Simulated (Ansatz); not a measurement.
Ansatz (a first-principles code) input file for C₂H₄FNOSi, SMILES O=C=N[SiH2]CF, B3LYP-D3(BJ)/def2-SVP. 

Ansatz 0.2 input:
```yaml
crystal:
  periodic: [false, false, false]
  atoms:
    - {symbol: O, position_ang: [2.63537705, -1.26250646, -0.60014874]}
    - {symbol: C, position_ang: [1.82829222, -0.56050612, -0.16902587]}
    - {symbol: N, position_ang: [1.05456649, 0.17549155, 0.35510139]}
    - {symbol: Si, position_ang: [-0.38851424, 1.09437280, 0.50569351]}
    - {symbol: C, position_ang: [-1.87337584, -0.10914113, 0.33279896]}
    - {symbol: F, position_ang: [-1.92563441, -0.61621989, -0.95142258]}
    - {symbol: H, position_ang: [-0.35409181, 1.61634234, 1.86713635]}
    - {symbol: H, position_ang: [-0.43676952, 2.09130462, -0.55856305]}
    - {symbol: H, position_ang: [-1.79824841, -0.97221645, 0.99977568]}
    - {symbol: H, position_ang: [-2.83546110, 0.37882369, 0.50758688]}
basis:
  gaussian:
    orbitals: def2-SVP
hamiltonian:
  xc: b3lyp
  dispersion: d3bj
relax: {f_tol: 0.002, max_steps: 200}
```

Output:

```
WARN ansatz: RAYON_NUM_THREADS=2 ignored (pool sized by the plan → 2); use --threads N
Functional definition: B3LYP
integrals: 0.06 GiB planned
1153 factors; integrals over basis functions are off by at most 5.1e-4 eV
mean field: 0.47 GiB planned
mean field evaluation 1: about -16256.3187 eV, gradient 5.9e1 eV
mean field evaluation 2: about -16251.8340 eV, gradient 7.6e1 eV
mean field evaluation 4: about -16262.8088 eV, gradient 3.1e0 eV
mean field evaluation 8: about -16262.8594 eV, gradient 3.7e-1 eV
mean field evaluation 16: about -16262.8597 eV, gradient 1.4e-5 eV
mean field -16262.85974147 eV, -597.6490721367 hartree, gradient 1.4e-5 eV, S^2 0.000000; 0 other end points of the search recorded, 0 dependent functions left out
the calculation of the forces begins
reference -16262.85997339 eV, -597.6490806598 hartree; 27, 27 occupied and 81, 81 virtual orbitals, 1153 factors
relax step   1: F+E_penalty+E_count = -16263.21977200 eV  Δ(F+E_penalty+E_count) = +0.000e0 eV  max|allowed force component| = 1.263e0 eV/Å  Δτ_max = 0.0000 Å  (28 SCF iters, accepted)
these checks for a lower state are left out or cut short: starts, cluster_reference, orbital_swaps, neighbouring_geometries, increment
integrals: 0.06 GiB planned
1153 factors; integrals over basis functions are off by at most 5.0e-4 eV
mean field: 0.47 GiB planned
[...]
integrals: 0.06 GiB planned
1153 factors; integrals over basis functions are off by at most 5.3e-4 eV
mean field: 0.47 GiB planned
mean field evaluation 64: about -16262.9738 eV, gradient 2.2e-4 eV
mean field -16262.97378639 eV, -597.6532632101 hartree, gradient 2.6e-5 eV, S^2 0.000000; 0 other end points of the search recorded, 0 dependent functions left out
the calculation of the forces begins
reference -16262.97402030 eV, -597.6532718062 hartree; 27, 27 occupied and 81, 81 virtual orbitals, 1153 factors
relax step   8: F+E_penalty+E_count = -16263.33035246 eV  Δ(F+E_penalty+E_count) = -2.403e-3 eV  max|allowed force component| = 5.456e-2 eV/Å  Δτ_max = 0.0517 Å  (30 SCF iters, accepted)
these checks for a lower state are left out or cut short: starts, cluster_reference, orbital_swaps, neighbouring_geometries, increment
integrals: 0.06 GiB planned
1153 factors; integrals over basis functions are off by at most 5.3e-4 eV
mean field: 0.47 GiB planned
mean field -16262.97483129 eV, -597.6533016096 hartree, gradient 8.3e-6 eV, S^2 0.000000; 0 other end points of the search recorded, 0 dependent functions left out
the calculation of the forces begins
reference -16262.97506516 eV, -597.6533102042 hartree; 27, 27 occupied and 81, 81 virtual orbitals, 1153 factors
relax step   9: F+E_penalty+E_count = -16263.33101937 eV  Δ(F+E_penalty+E_count) = -6.669e-4 eV  max|allowed force component| = 5.335e-2 eV/Å  Δτ_max = 0.0208 Å  (32 SCF iters, accepted)
these checks for a lower state are left out or cut short: starts, cluster_reference, orbital_swaps, neighbouring_geometries, increment
integrals: 0.06 GiB planned
1153 factors; integrals over basis functions are off by at most 5.5e-4 eV
mean field: 0.47 GiB planned
mean field -16262.96763188 eV, -597.6530370361 hartree, gradient 1.0e-5 eV, S^2 0.000000; 0 other end points of the search recorded, 0 dependent functions left out
the calculation of the forces begins
reference -16262.96786698 eV, -597.6530456760 hartree; 27, 27 occupied and 81, 81 virtual orbitals, 1153 factors
relax step  10: F+E_penalty+E_count = -16263.32066201 eV  Δ(F+E_penalty+E_count) = +1.036e-2 eV  max|allowed force component| = 9.142e-1 eV/Å  Δτ_max = 0.1954 Å  (30 SCF iters, rejected (line search))
these checks for a lower state are left out or cut short: starts, cluster_reference, orbital_swaps, neighbouring_geometries, increment
integrals: 0.06 GiB planned
1153 factors; integrals over basis functions are off by at most 5.3e-4 eV
mean field: 0.47 GiB planned
mean field -16262.97696871 eV, -597.6533801583 hartree, gradient 6.9e-6 eV, S^2 0.000000; 0 other end points of the search recorded, 0 dependent functions left out
the calculation of the forces begins
reference -16262.97720248 eV, -597.6533887492 hartree; 27, 27 occupied and 81, 81 virtual orbitals, 1153 factors
relax step  11: F+E_penalty+E_count = -16263.33241909 eV  Δ(F+E_penalty+E_count) = -1.400e-3 eV  max|allowed force component| = 5.863e-2 eV/Å  Δτ_max = 0.0495 Å  (31 SCF iters, accepted)
these checks for a lower state are left out or cut short: starts, cluster_reference, orbital_swaps, neighbouring_geometries, increment
integrals: 0.06 GiB planned
1153 factors; integrals over basis functions are off by at most 5.4e-4 eV
mean field: 0.47 GiB planned
mean field -16262.97912514 eV, -597.6534594056 hartree, gradient 1.2e-5 eV, S^2 0.000000; 0 other end points of the search recorded, 0 dependent functions left out
the calculation of the forces begins
reference -16262.97935957 eV, -597.6534680208 hartree; 27, 27 occupied and 81, 81 virtual orbitals, 1153 factors
relax step  12: F+E_penalty+E_count = -16263.33308443 eV  Δ(F+E_penalty+E_count) = -6.653e-4 eV  max|allowed force component| = 2.357e-1 eV/Å  Δτ_max = 0.0992 Å  (29 SCF iters, accepted)
these checks for a lower state are left out or cut short: starts, cluster_reference, orbital_swaps, neighbouring_geometries, increment
integrals: 0.06 GiB planned
1153 factors; integrals over basis functions are off by at most 5.3e-4 eV
mean field: 0.47 GiB planned
mean field evaluation 96: about -16262.9534 eV, gradient 7.0e-3 eV
mean field -16262.97943009 eV, -597.6534706125 hartree, gradient 8.5e-6 eV, S^2 0.000000; 0 other end points of the search recorded, 0 dependent functions left out
the calculation of the forces begins
reference -16262.97966429 eV, -597.6534792193 hartree; 27, 27 occupied and 81, 81 virtual orbitals, 1153 factors
relax step  13: F+E_penalty+E_count = -16263.33362482 eV  Δ(F+E_penalty+E_count) = -5.404e-4 eV  max|allowed force component| = 7.286e-2 eV/Å  Δτ_max = 0.0200 Å  (32 SCF iters, accepted)
these checks for a lower state are left out or cut short: starts, cluster_reference, orbital_swaps, neighbouring_geometries, increment
integrals: 0.06 GiB planned
1153 factors; integrals over basis functions are off by at most 5.3e-4 eV
mean field: 0.47 GiB planned
mean field -16262.97990016 eV, -597.6534878871 hartree, gradient 8.3e-6 eV, S^2 0.000000; 0 other end points of the search recorded, 0 dependent functions left out
the calculation of the forces begins
reference -16262.98013459 eV, -597.6534965024 hartree; 27, 27 occupied and 81, 81 virtual orbitals, 1153 factors
relax step  14: F+E_penalty+E_count = -16263.33404972 eV  Δ(F+E_penalty+E_count) = -4.249e-4 eV  max|allowed force component| = 1.793e-2 eV/Å  Δτ_max = 0.0288 Å  (32 SCF iters, accepted)
these checks for a lower state are left out or cut short: starts, cluster_reference, orbital_swaps, neighbouring_geometries, increment
integrals: 0.06 GiB planned
1153 factors; integrals over basis functions are off by at most 5.3e-4 eV
mean field: 0.47 GiB planned
mean field -16262.98037751 eV, -597.6535054296 hartree, gradient 8.4e-6 eV, S^2 0.000000; 0 other end points of the search recorded, 0 dependent functions left out
the calculation of the forces begins
reference -16262.98061242 eV, -597.6535140624 hartree; 27, 27 occupied and 81, 81 virtual orbitals, 1153 factors
relax step  15: F+E_penalty+E_count = -16263.33413109 eV  Δ(F+E_penalty+E_count) = -8.137e-5 eV  max|allowed force component| = 4.900e-2 eV/Å  Δτ_max = 0.0283 Å  (31 SCF iters, accepted)
these checks for a lower state are left out or cut short: starts, cluster_reference, orbital_swaps, neighbouring_geometries, increment
integrals: 0.06 GiB planned
1153 factors; integrals over basis functions are off by at most 5.4e-4 eV
mean field: 0.47 GiB planned
mean field -16262.98040645 eV, -597.6535064929 hartree, gradient 7.2e-5 eV, S^2 0.000000; 0 other end points of the search recorded, 0 dependent functions left out
the calculation of the forces begins
reference -16262.98064134 eV, -597.6535151251 hartree; 27, 27 occupied and 81, 81 virtual orbitals, 1153 factors
relax step  16: F+E_penalty+E_count = -16263.33415699 eV  Δ(F+E_penalty+E_count) = -2.589e-5 eV  max|allowed force component| = 2.486e-2 eV/Å  Δτ_max = 0.0022 Å  (21 SCF iters, accepted)
these checks for a lower state are left out or cut short: starts, cluster_reference, orbital_swaps, neighbouring_geometries, increment
integrals: 0.06 GiB planned
1153 factors; integrals over basis functions are off by at most 5.4e-4 eV
mean field: 0.47 GiB planned
mean field -16262.98048067 eV, -597.6535092207 hartree, gradient 1.7e-5 eV, S^2 0.000000; 0 other end points of the search recorded, 0 dependent functions left out
the calculation of the forces begins
reference -16262.98071556 eV, -597.6535178524 hartree; 27, 27 occupied and 81, 81 virtual orbitals, 1153 factors
relax step  17: F+E_penalty+E_count = -16263.33417560 eV  Δ(F+E_penalty+E_count) = -1.862e-5 eV  max|allowed force component| = 7.429e-3 eV/Å  Δτ_max = 0.0031 Å  (23 SCF iters, accepted)
these checks for a lower state are left out or cut short: starts, cluster_reference, orbital_swaps, neighbouring_geometries, increment
integrals: 0.06 GiB planned
1153 factors; integrals over basis functions are off by at most 5.4e-4 eV
mean field: 0.47 GiB planned
mean field evaluation 128: about -16262.9805 eV, gradient 3.9e-5 eV
mean field -16262.98049070 eV, -597.6535095890 hartree, gradient 5.1e-5 eV, S^2 0.000000; 0 other end points of the search recorded, 0 dependent functions left out
the calculation of the forces begins
reference -16262.98072557 eV, -597.6535182205 hartree; 27, 27 occupied and 81, 81 virtual orbitals, 1153 factors
relax step  18: F+E_penalty+E_count = -16263.33417747 eV  Δ(F+E_penalty+E_count) = -1.870e-6 eV  max|allowed force component| = 2.530e-3 eV/Å  Δτ_max = 0.0013 Å  (21 SCF iters, accepted)
these checks for a lower state are left out or cut short: starts, cluster_reference, orbital_swaps, neighbouring_geometries, increment
integrals: 0.06 GiB planned
1153 factors; integrals over basis functions are off by at most 5.4e-4 eV
mean field: 0.47 GiB planned
mean field -16262.98049235 eV, -597.6535096499 hartree, gradient 2.3e-5 eV, S^2 0.000000; 0 other end points of the search recorded, 0 dependent functions left out
the calculation of the forces begins
reference -16262.98072723 eV, -597.6535182816 hartree; 27, 27 occupied and 81, 81 virtual orbitals, 1153 factors
relax step  19: F+E_penalty+E_count = -16263.33417785 eV  Δ(F+E_penalty+E_count) = -3.738e-7 eV  max|allowed force component| = 5.972e-4 eV/Å  Δτ_max = 0.0006 Å  (20 SCF iters, accepted)
integrals: 0.06 GiB planned
1153 factors; integrals over basis functions are off by at most 5.4e-4 eV
mean field: 0.47 GiB planned
mean field -16262.98049235 eV, -597.6535096499 hartree, gradient 2.3e-5 eV, S^2 0.000000; 1 other end points of the search recorded, 0 dependent functions left out
the calculation of the forces begins
reference -16262.98072723 eV, -597.6535182816 hartree; 27, 27 occupied and 81, 81 virtual orbitals, 1153 factors
Total energy: -16263.33441273 eV, -597.6665159837 hartree
Atom 0 at     2.888866    -1.218462    -0.459236 Å, force     0.000016     0.000078     0.000001 eV/Å
Atom 1 at     1.956250    -0.575053    -0.162884 Å, force     0.000234    -0.000178    -0.000075 eV/Å
Atom 2 at     1.005959     0.084126     0.153983 Å, force    -0.000161     0.000061    -0.000054 eV/Å
Atom 3 at    -0.407597     1.016618     0.464846 Å, force    -0.000076     0.000013     0.000413 eV/Å
Atom 4 at    -1.936945    -0.096820     0.330148 Å, force     0.000306     0.000597    -0.000335 eV/Å
Atom 5 at    -2.065211    -0.560618    -0.973257 Å, force    -0.000175    -0.000229     0.000096 eV/Å
Atom 6 at    -0.332773     1.569397     1.845325 Å, force     0.000008     0.000028    -0.000045 eV/Å
Atom 7 at    -0.493680     2.112481    -0.534436 Å, force     0.000004    -0.000167    -0.000000 eV/Å
Atom 8 at    -1.859562    -0.960242     1.016132 Å, force    -0.000029    -0.000093    -0.000029 eV/Å
Atom 9 at    -2.849167     0.464320     0.608311 Å, force    -0.000127    -0.000110     0.000029 eV/Å
Dipole moment:    -0.362592     0.298646     0.390752 e Å
```

The calculation finished and met its thresholds.
